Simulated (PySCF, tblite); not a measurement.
Isomers of C5H9N3. Calculated harmonic vibrations of the isolated species, GFN2-xTB (tblite), most abundant isotopes, no scaling. This tight-binding method is rough: wavenumbers can miss measured ones by several per cent, in bad cases by 10 to 20. One conformer each.

Electronic energies: PBE0/pcSseg-1 single points on the GFN2-xTB geometries (PySCF, gas phase).

```json
{"SMILES": "CC(C)n1ccnn1", "electronic energy, lowest = 0 (kcal/mol)": "5.0"}
{"SMILES": "CCCn1nccn1", "electronic energy, lowest = 0 (kcal/mol)": "0.7"}
{"SMILES": "Cc1nnn(C)c1C", "electronic energy, lowest = 0 (kcal/mol)": "0.0"}
{"SMILES": "CCc1cnnn1C", "electronic energy, lowest = 0 (kcal/mol)": "5.0"}
```

Q: How do GFN2-xTB zero-point energies change the relative energies?

A: 
| SMILES | ZPE (kcal/mol) | of it from modes above 1550 cm⁻¹ | electronic (kcal/mol) | with ZPE, lowest = 0 (kcal/mol) | lowest mode (cm⁻¹) | rings |
| --- | --- | --- | --- | --- | --- | --- |
| Cc1nnn(C)c1C | 87.4 | 41.1 | 0.0 | 0.0 | 68 | 1 |
| CCCn1nccn1 | 88.8 | 39.3 | 0.7 | 2.1 | 19 | 1 |
| CC(C)n1ccnn1 | 88.3 | 39.5 | 5.0 | 5.9 | 29 | 1 |
| CCc1cnnn1C | 88.2 | 41.2 | 5.0 | 5.9 | 58 | 1 |

The zero-point energies span 1.4 kcal/mol, from `Cc1nnn(C)c1C` to `CCCn1nccn1`. The order is unchanged, ties at the printed digit aside.

Q: And how do the electronic energies of GFN2-xTB itself compare?

A: `Cc1nnn(C)c1C` 0.0; `CCCn1nccn1` 2.8; `CC(C)n1ccnn1` 5.5; `CCc1cnnn1C` 4.7 kcal/mol, lowest = 0. Against the energies above, taken from the same isomer `Cc1nnn(C)c1C`, the largest difference is 2.1 kcal/mol.
